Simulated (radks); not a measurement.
Results of a calculation; reference values are marked as such.
Neutral iodine inside a hard spherical wall (all orbitals vanish at R), configuration held at [Kr] 4d10 5s2 5p5 and not refilled when levels cross. Code: a radial shooting solver on a logarithmic mesh with Libxc functionals. Model: scalar-relativistic Kohn-Sham, r2SCAN, spin-unpolarised, spherical densities, finite nucleus; meta-GGA in the generalised Kohn-Sham scheme; Fermi nuclear charge, rms radius 4.75 fm. Eigenvalues in eV, with the zero of energy where the potential of the charges vanishes at infinity; a dash marks a level that is unbound or too diffuse for the functional's potential to be trusted. A positive occupied level is held by the wall or, in an anion where self-interaction has pushed it up, behind a barrier. The pressure on the wall is -dE/dV.

| R (bohr) | E (hartree) | kinetic (hartree) | e(4p) | e(4d) | e(5s) | e(5p) | e(6s, empty) | e(5d, empty) | pressure (GPa) |
|---|---|---|---|---|---|---|---|---|---|
| free | -7117.11262 | 7470.425 | -130.80 | -51.429 | -18.000 | -7.368 | - | - | 0 |
| 12 | -7117.11261 | 7470.425 | -130.80 | -51.429 | -18.000 | -7.367 | 0.430 | 2.111 | < 0.0001 |
| 7 | -7117.10760 | 7470.472 | -130.55 | -51.190 | -17.809 | -7.176 | 3.341 | 4.170 | 0.357 |
| 5 | -7117.01191 | 7471.093 | -128.42 | -49.098 | -16.228 | -5.407 | 12.324 | 8.487 | 14.5 |
| 4 | -7116.63366 | 7473.017 | -123.90 | -44.708 | -12.748 | -1.147 | 28.742 | 16.047 | 113 |
| 3.5 | -7116.03248 | 7475.652 | -119.26 | -40.253 | -8.693 | 3.966 | 46.549 | 24.245 | 346 |
| 1.5 | -7051.88100 | 7683.347 | -3.911 | 79.605 | 232.82 | 275.52 | 684.66 | 339.26 | 192000 |
